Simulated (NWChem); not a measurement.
Everything below was run with NWChem. System: FS, charge 0, spin multiplicity 2, at a geometry optimised with UB3LYP/def2-SVP. The structure started from a generated list of species. Its SCF solution wasn't tested for a lower state. Level: UB2PLYP/cc-pVTZ, 6 core orbitals frozen.

Output (cleaned and shortened):

```
             Northwest Computational Chemistry Package (NWChem) 7.3.0
             --------------------------------------------------------

                                NWChem Input Module
                                -------------------

 Scaling coordinates for geometry "geometry" by  1.889725989
 (inverse scale =  0.529177249)

 Turning off AUTOSYM since
 SYMMETRY directive was detected!

                             Geometry "geometry" -> ""
                             -------------------------

 Output coordinates in angstroms (scale by  1.889725989 to convert to a.u.)

  No.       Tag          Charge          X              Y              Z
 ---- ---------------- ---------- -------------- -------------- --------------
    1 S                   16.0000     0.00000000     0.00000000     0.58615500
    2 F                    9.0000     0.00000000     0.00000000    -1.04205400

 Effective nuclear repulsion energy (a.u.)      46.8008246214

            Nuclear Dipole moment (a.u.)
            ----------------------------
        X                 Y               Z
 ---------------- ---------------- ----------------
     0.0000000000     0.0000000000    -0.0000113384

      Symmetry information
      --------------------

 Group name             C2v
 Group number             16
 Group order               4
 No. of unique centers     2

      Symmetry unique atoms

     1    2


 Summary of "ao basis" -> "" (spherical)
 ------------------------------------------------------------------------------
       Tag                 Description            Shells   Functions and Types
 ---------------- ------------------------------  ------  ---------------------
 *                          cc-pvtz                   on all atoms

  dft_input: which_mp2 not specified, using semidirect MP2 by default.

                                 NWChem DFT Module
                                 -----------------

 Summary of "ao basis" -> "ao basis" (spherical)
 ------------------------------------------------------------------------------
       Tag                 Description            Shells   Functions and Types
 ---------------- ------------------------------  ------  ---------------------
 S                          cc-pvtz                 12       34   5s4p2d1f
 F                          cc-pvtz                 10       30   4s3p2d1f

 Summary of "ao basis" -> "ao basis" (spherical)
 ------------------------------------------------------------------------------
[...]
     L   x y z        total         alpha         beta         nuclear
     -   - - -        -----         -----         ----         -------
     0   0 0 0     -0.000000    -13.000000    -12.000000     25.000000

     1   1 0 0     -0.000000     -0.000000     -0.000000      0.000000
     1   0 1 0     -0.000000      0.000000     -0.000000      0.000000
     1   0 0 1      0.462590     -0.239162      0.701763     -0.000011

     2   2 0 0    -12.242630     -7.531428     -4.711201      0.000000
     2   1 1 0     -0.000000     -0.000000     -0.000000      0.000000
     2   1 0 1     -0.000000     -0.000000      0.000000      0.000000
     2   0 2 0    -14.108513     -7.393068     -6.715445      0.000000
     2   0 1 1      0.000000      0.000000      0.000000      0.000000
     2   0 0 2    -12.608283    -34.700789    -32.438116     54.530623

                   NWChem MP2 Semi-direct Energy/Gradient Module
                   ---------------------------------------------

  Basis functions       =     64
  Molecular orbitals    =     64
  Frozen core           =      6
  Frozen virtuals       =      0
  Active alpha occupied =      7
  Active beta occupied  =      6
  Active alpha virtual  =     51
  Active beta virtual   =     52
  Use MO symmetry       = T
  Use skeleton AO sym   = T

  AO/Fock/Back tols     =   1.0D-09  1.0D-09  1.0D-09

 GA uses MA = F    GA memory limited = T

 Available:
  local mem=  4.43D+07
 global mem=  1.44D+08
 local disk=  0.00D+00
  mp2_memr nvloc                    51
  nvloc new                    51
   1 passes of   7:        4194304                      26198                   2531783.
   1 passes of   7: M     44322855           G      144171008           F      40128551.

 Semi-direct pass number   1 of   1  for UHF alpha       at        2.3s
  vrange nnbf                  2080
  mp2_eaftype                    10  avail_ma_in_mb                   386
 EAF : mp2_eaftype filesize          10    1265891.
  mp2_eaf for mointskh                     10
Node 0 wrote      5.9 Mb in      0.0 s     Agg I/O rate:  1894.3 Mb/s
 Done moints_semi at        4.5s
  mp2_eaftype                    10  avail_ma_in_mb                   386
 EAF : mp2_eaftype filesize          10    1265891.
  mp2_eaf for kh                    10
 Done maket at        4.5s
 Done multipass loop at        4.5s

 GA uses MA = F    GA memory limited = T

 Available:
  local mem=  4.43D+07
 global mem=  1.44D+08
 local disk=  0.00D+00
  mp2_memr nvloc                    52
  nvloc new                    52
   1 passes of   6:        4194304                      23949                   2213543.
   1 passes of   6: M     44322855           G      144171008           F      40128551.

 Semi-direct pass number   1 of   1  for UHF beta        at        4.6s
  vrange nnbf                  2080
  mp2_eaftype                    10  avail_ma_in_mb                   386
 EAF : mp2_eaftype filesize          10    1106771.
  mp2_eaf for mointskh                     10
Node 0 wrote      5.2 Mb in      0.0 s     Agg I/O rate:  2091.5 Mb/s
 Done moints_semi at        6.6s
  mp2_eaftype                    10  avail_ma_in_mb                   386
 EAF : mp2_eaftype filesize          10    1106771.
  mp2_eaf for kh                    10
 Done maket at        6.6s
 Done multipass loop at        6.6s

          -------------------------------------------
          DFT energy                    -497.709571186993
          Unscaled MP2 energy             -0.480652095382
          Total DFT+MP2 energy          -497.839347252746
          -------------------------------------------

 -----------------------
 Performance information
 -----------------------

 Timer overhead =  1.80D-07 seconds/call

               Nr. of calls         CPU time (s)                 Wall time (s)                GFlops
             ---------------    -------------------     ------------------------------   -------------------
Name         Min   Avg   Max    Min     Avg     Max     Min     Avg     Max   Mx/calls   Min     Max     Sum
mp2: moin     2     2     2    4.2     4.2     4.2      4.2     4.2     4.2     2.1      0.0     0.0     0.0
mp2: make     2     2     2   5.10E-2 5.10E-2 5.10E-2  5.10E-2 5.10E-2 5.10E-2 2.55E-2   0.0     0.0     0.0
mp2: tota     1     1     1    4.3     4.3     4.3      4.3     4.3     4.3     4.3      0.0     0.0     0.0

 The average no. of pstat calls per process was 5.00D+00
 with a timing overhead of 9.00D-07s

 Task  times  cpu:        6.6s     wall:        6.6s

 Total times  cpu:        6.6s     wall:        6.6s
```

Question: Write an NWChem input that would produce this output.

Answer: One answer among several that fit: 
```
start mol
memory heap 200 mb stack 900 mb global 1100 mb
geometry units angstroms nocenter noautoz
  S      0.000000     0.000000     0.586155
  F      0.000000     0.000000    -1.042054
  symmetry group C2v
end
basis spherical
  * library cc-pvtz
end
dft
  xc hfexch 0.53 becke88 0.47 lyp 0.73 mp2 0.27
  dftmp2
  odft
  mult 2
  semidirect memsize 60000000 filesize 0
  iterations 100
end
mp2
  freeze core 6
end
task dft energy
```
